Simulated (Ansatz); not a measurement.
`C[Si](C)(F)[SeH]` + H₂ → `C[SiH](F)[SeH]` + CH₄ at 600 K and 1 bar (hydrogenolysis of the Si–C bond).

Program: Ansatz. Geometries: PBE0-D4/def2-TZVP. ΔE: electronic, gas phase. CCSD(T)/CBS is the MP2 limit (def2-TZVPP, def2-QZVPP) plus CCSD(T) − MP2 in def2-TZVPP, frozen cores. This one scheme is used for every species. For Se outer-core shells are correlated without core-valence functions, which leaves a few kJ/mol of doubt a bond. Scalar relativity is left out up to krypton. One conformer a species, not always the lowest.

```json
{"species": "`C[Si](C)(F)[SeH]`", "CCSD(T)/CBS energy (Eh)": "-2870.02560", "H − E (kJ/mol)": "296.4", "S (J/(mol·K))": "495.1"}
{"species": "H₂", "CCSD(T)/CBS energy (Eh)": "-1.17544", "H − E (kJ/mol)": "43.9", "S (J/(mol·K))": "150.8"}
{"species": "`C[SiH](F)[SeH]`", "CCSD(T)/CBS energy (Eh)": "-2830.74610", "H − E (kJ/mol)": "206.3", "S (J/(mol·K))": "427.1"}
{"species": "CH₄", "CCSD(T)/CBS energy (Eh)": "-40.46206", "H − E (kJ/mol)": "140.4", "S (J/(mol·K))": "215.7"}
```

H − E and S are ideal-gas, rigid-rotor, harmonic terms from PBE0-D4/def2-TZVP, for one conformer and one mirror image of each species. The MP2-based limit puts H₂ 0.8 mEh under its directly extrapolated value; such offsets cancel only in part. 1 Eh = 2625.50 kJ/mol, R = 8.31446 J/(mol·K).

Task: By hand: ΔE, ΔH, ΔS and ΔG.

Result: ΔE = (-2830.74610) + (-40.46206) − (-2870.02560) − (-1.17544) = -0.00712 Eh = -18.7 kJ/mol. Δ(H − E) = 206.3 + 140.4 − 296.4 − 43.9 = 6.4, so ΔH = -12.3 kJ/mol. ΔS = 427.1 + 215.7 − 495.1 − 150.8 = -3.1 J/(mol·K). ΔG = -12.3 − 600 × (-3.1)/1000 = -10.4 kJ/mol.

Task: By hand: the equilibrium constant, and the temperature at which ΔG would vanish if ΔH and ΔS stayed fixed.

Result: log₁₀ K = −ΔG/(RT ln 10) = 0.9. ΔG = 0 at ΔH/ΔS = 3968 K, far beyond where these terms or the molecules hold.

The number of gas molecules stays the same, so ΔS is small and ΔH decides. A doubt of 5 kJ/mol in ΔE shifts log₁₀ K by 0.4 here. Other conformers and mirror images would add mixing entropy, several J/(mol·K) or more a flexible species. These are equilibria of isolated gas molecules and say nothing of rates. Largest T1 diagnostic: 0.010 (customary marks: 0.02 for closed shells, 0.045 for open ones).
